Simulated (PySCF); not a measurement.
## A ladder for the ionisation energy of In

In [Kr] 4d10 5s2 5p1 (2P) → In⁺ [Kr] 4d10 5s2 (1S). Scalar values calculated with PySCF 2.14 in aug-cc-pVQZ-DK3 (spin-free X2C; valence: [Kr] 4d10 frozen). The spin-orbit shift comes from two-component X2C-1e calculations (generalised Hartree-Fock, GHF, and MP2 on its spinors, GMP2) in x2c-QZVPPall-2c: GMP2 gives 5.461 eV without and 5.652 eV with screened spin-orbit coupling, a shift of 0.190 eV (GHF: 0.179 eV). Sums use unrounded values; where a UHF row is shifted, it takes the GHF shift.

```json
{"method": "UHF", "scalar (eV)": "5.218"}
{"method": "LDA", "scalar (eV)": "5.726"}
{"method": "PBE", "scalar (eV)": "5.599"}
{"method": "PBE0", "scalar (eV)": "5.628"}
{"method": "r2SCAN", "scalar (eV)": "5.723"}
{"method": "revPBE", "scalar (eV)": "5.553"}
{"method": "CAM-B3LYP", "scalar (eV)": "5.681"}
{"method": "PBEsol", "scalar (eV)": "5.602"}
{"method": "MP2 (valence)", "scalar (eV)": "5.426"}
{"method": "SCS-MP2 (valence)", "scalar (eV)": "5.412"}
{"method": "CCSD (valence)", "scalar (eV)": "5.471"}
{"method": "CCSD(T) (valence)", "scalar (eV)": "5.494"}
```

Q: Form a composite estimate from CCSD(T) (valence) and the spin-orbit shift, and compare it with the reference, 5.786 eV (measured; NIST Atomic Spectra Database, ionization energies).

A: 5.494 + (0.190) = 5.684 eV, an error of -0.102 eV.

The errors of the correlated levels include the incompleteness of the basis and the frozen core, so a lower level can come closer by cancellation.
